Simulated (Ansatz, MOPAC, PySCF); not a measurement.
Molecule: GaH2, charge 1, multiplicity 1. SMILES: [GaH2+]
Geometry from a B3LYP-D3(BJ)/def2-TZVP (Ansatz, a quantum-chemistry and plane-wave program) optimisation:
```xyz
3

Ga     0.0000     0.0000     0.0000
H      0.0000     0.0000     1.5293
H      0.0000     0.0000    -1.5293
```
Charge +1, spin multiplicity 1.

Quantity: vertical ionisation energy to the doublet, in eV. Terms: non-relativistic; spin-orbit terms left out; PM7 with its own dispersion and hydrogen-bond terms; each state is the SCF solution reached for its charge and spin; UHF or UKS for open shells; 6-31G* and kin with 6d, 5d where marked; LANL2DZ with its own core potentials from Na on; dispersion terms only where a functional's name holds one. Ab initio and DFT rows: single points at B3LYP-D3(BJ) geometries (Ansatz). Semi-empirical rows: differences of heats of formation at the shared geometry for vertical values. A UHF reference is markedly spin-contaminated in at least one set, which strains HF and MP2. The spin state of an ion or metal species was assumed, not searched.

| level | program | vertical ionisation energy to the doublet (eV) |
|---|---|---|
| PM7 | MOPAC | 18.37 |
| MNDO | MOPAC | 18.83 |
| HF/6-31G* with LANL2DZ past Ar | Ansatz | 19.25 |
| PBE/6-31G* | Ansatz | 19.57 |
| B3LYP/STO-3G | Ansatz | 17.75 |
| B3LYP/6-31G* | Ansatz | 19.73 |
| B3LYP/6-31G* with LANL2DZ past Ar | Ansatz | 20.08 |
| PBE0/def2-TZVPD | Ansatz | 19.54 |
| M06-2X/def2-TZVPD | PySCF | 19.54 |
| wB97X-V/def2-TZVPD | Ansatz | 19.74 |

No value to compare with is used here. The 7 habitual levels span 17.75 (B3LYP/STO-3G) to 20.08 eV (B3LYP/6-31G* with LANL2DZ past Ar); PBE0/def2-TZVPD gives 19.54.

The levels are drawn from those run, B3LYP/6-31G* more often than the rest, none by its result; left out are runs that failed, that the program found above a lower state of the same kind, or whose <S^2> lies over 0.5 above the pure value.
